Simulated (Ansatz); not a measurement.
```yaml
crystal:
  periodic: [false, false, false]
  atoms:
    - {symbol: N, position_ang: [-0.711664, 1.294100, -0.508539]}
    - {symbol: Ga, position_ang: [0.778883, 0.309965, -0.018023]}
    - {symbol: C, position_ang: [0.182109, -1.521223, 0.586416]}
    - {symbol: O, position_ang: [-0.958600, -1.879936, 0.482337]}
    - {symbol: H, position_ang: [-1.600813, 0.849966, -0.520837]}
    - {symbol: H, position_ang: [-0.723614, 2.258063, -0.828425]}
    - {symbol: H, position_ang: [2.102383, 0.993787, 0.128568]}
    - {symbol: H, position_ang: [0.920793, -2.316367, 0.932818]}
basis:
  gaussian: {orbitals: def2-SVPD, final_grid: {core_spheres: 1, valence_spheres: 1, degree: 5}}
hamiltonian: {xc: {name: r2SCAN}}
scf: {lower_state_search: full}
output: {forces: true}
```

```sh
$ ansatz run in.yaml --threads 2 --pin off --events-out ev --progress --plain --max-ram 4352MiB
```

It prints (some lines left out):

```
Functional definition: r2SCAN
  name "r2SCAN"
  cite "Furness, Kaplan, Ning, Perdew & Sun, J. Phys. Chem. Lett. 11, 8208 (2020) doi:10.1021/acs.jpclett.0c02405"
  cite "Furness, Kaplan, Ning, Perdew & Sun, J. Phys. Chem. Lett. 11, 9248 (2020) doi:10.1021/acs.jpclett.0c03077"
  parent r2scan
  parameter k0 = 0.174
  parameter k1 = 0.065
  parameter a1 = 4.9479
  exchange = r2scan_x(k0 = k0, k1 = k1, a1 = a1)
  correlation = r2scan_c
1200 factors; their error is unknown
mean field evaluation 1: about -56992.5788 eV, gradient 7.7e1 eV
mean field evaluation 2: about -56922.7566 eV, gradient 1.7e2 eV
mean field evaluation 4: about -57003.1044 eV, gradient 2.4e1 eV
mean field evaluation 8: about -57004.1772 eV, gradient 2.2e-1 eV
mean field evaluation 16: about -57013.5132 eV, gradient 1.5e-1 eV
mean field -57013.51324619 eV, -2095.2079666502 hartree, gradient 5.6e-5 eV, S^2 0.000000; 2 other end points of the search recorded, 0 dependent functions left out
the calculation of the forces begins
reference -57013.51333314 eV, -2095.2079698457 hartree; 28, 28 occupied and 105, 105 virtual orbitals, 1200 factors
Total energy: -57013.51333314 eV, -2095.2079698457 hartree
Atom 0 at    -0.711664     1.294100    -0.508539 Å, force   -12.906111     6.076100    -3.682282 eV/Å
Atom 1 at     0.778883     0.309965    -0.018023 Å, force     5.531505    -1.681442     2.244821 eV/Å
Atom 2 at     0.182109    -1.521223     0.586416 Å, force   -23.113534   -15.138095     0.192125 eV/Å
Atom 3 at    -0.958600    -1.879936     0.482337 Å, force    25.043717     8.406418     1.765764 eV/Å
Atom 4 at    -1.600813     0.849966    -0.520837 Å, force     7.937665     4.217872    -0.278623 eV/Å
Atom 5 at    -0.723614     2.258063    -0.828425 Å, force     0.354789    -7.689712     2.557810 eV/Å
Atom 6 at     2.102383     0.993787     0.128568 Å, force     0.675841     1.492043    -1.157822 eV/Å
Atom 7 at     0.920793    -2.316367     0.932818 Å, force    -3.523872     4.316815    -1.641794 eV/Å
Dipole moment:    -0.005200     0.180827    -0.060390 e Å
```

(1) Something in this input is off. What?

Results:

(1) The integration grid is far too coarse. The run converged. The result belongs to that input, not to the molecule as meant.
